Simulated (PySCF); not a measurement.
BH₄O₂Si (calculated)

All values are calculated (PySCF 2.14.0). Calculation on a computer-drawn molecule: optimised geometry and harmonic frequencies of an isolated molecule of the commonest isotopes, restricted reference for singlets and unrestricted otherwise, frozen core in MP2.

```json
{"formula": "BH4O2Si", "start_structure": {"atoms_angstrom": [["B", -0.6243, -1.8765, -0.3269], ["Si", 0.2124, -1.1285, 1.0793], ["O", 0.542, 0.4152, 1.5252], ["O", 0.8808, -1.8575, 2.467], ["H", -1.0676, -1.1794, -1.1862], ["H", -0.7215, -3.0908, -0.4262], ["H", 0.3642, 1.1661, 0.8864], ["H", 0.7934, -2.7611, 2.5312]]}, "given": {"charge": 0, "multiplicity": 2, "method": "HF", "basis": "cc-pV(D+d)Z", "drawn_bonds_atom": [1, 2, 2, 1, 1, 3, 4], "drawn_bonds_other_atom": [2, 3, 4, 5, 6, 7, 8], "drawn_bonds_order": [1, 1, 1, 1, 1, 1, 1]}, "results": {"optimised_atom_element": ["B", "Si", "O", "O", "H", "H", "H", "H"], "optimised_atom_x [angstrom]": [-0.6132, 0.2553, 0.5557, 0.87, -1.008, -0.7501, 0.2718, 0.7981], "optimised_atom_y [angstrom]": [-1.864, -1.108, 0.4579, -1.878, -1.136, -3.055, 1.092, -2.822], "optimised_atom_z [angstrom]": [-0.3237, 1.178, 1.472, 2.466, -1.192, -0.3755, 0.8295, 2.495], "modes_frequency [cm^-1]": [206.0, 246.1, 296.2, 337.3, 399.6, 420.9, 668.5, 707.0, 721.5, 842.1, 891.7, 994.4, 1034, 1214, 2661, 2752, 4162, 4163], "modes_reduced_mass [dalton]": [2.373, 12.47, 1.027, 4.913, 1.185, 1.058, 1.317, 5.433, 1.234, 1.497, 1.172, 6.817, 4.724, 1.195, 1.049, 1.129, 1.068, 1.067], "rotational_constants [GHz]": [7.92, 6.048, 3.429], "total_energy [hartree]": -465.7159, "spin_squared": 0.7577, "convergence_status_largest_gradient_component [hartree/bohr]": 1.623e-05}}
```
